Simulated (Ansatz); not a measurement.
Wavefunction ladder for `CO[Si](O)(O)O[SiH3]`

```xyz
15

C     1.2552    0.1985   -1.9966
O     0.2168    0.9813   -1.4491
Si   -0.3421    0.8294    0.0701
O     0.7066    1.3001    1.2261
O    -1.6667    1.7695    0.1727
O    -0.6288   -0.7387    0.3590
Si   -0.6728   -1.8459    1.5670
H     2.2012    0.3736   -1.4741
H     1.3777    0.4803   -3.0433
H     1.0167   -0.8682   -1.9443
H     0.8042    2.2422    1.3690
H    -2.1948    1.8571   -0.6218
H    -1.5041   -2.9850    1.1046
H    -1.2691   -1.2644    2.7968
H     0.6998   -2.3295    1.8639
```

The species carries charge 0 and has multiplicity 1. Geometry: relaxed with PBE0-D4/def2-TZVP. It is one conformer, not always the lowest. Frozen core, restricted reference, Ansatz 0.2.0. CBS rows extrapolate triple and quadruple zeta; past MP2 they add the triple-zeta difference.

| basis | HF (Eh) | MP2 corr. |
| --- | --- | --- |
| def2-TZVPP | -920.29251 | -1.35717 |
| def2-QZVPP | -920.32902 | -1.46550 |

Q: Estimate the CCSD correlation energy and the (T) correction in each basis where they were run (hartree).

A: 
```
     basis  CCSD corr.       (T)
def2-TZVPP    -1.39999  -0.04887
 CBS(def2)    -1.58856     as TZ
```
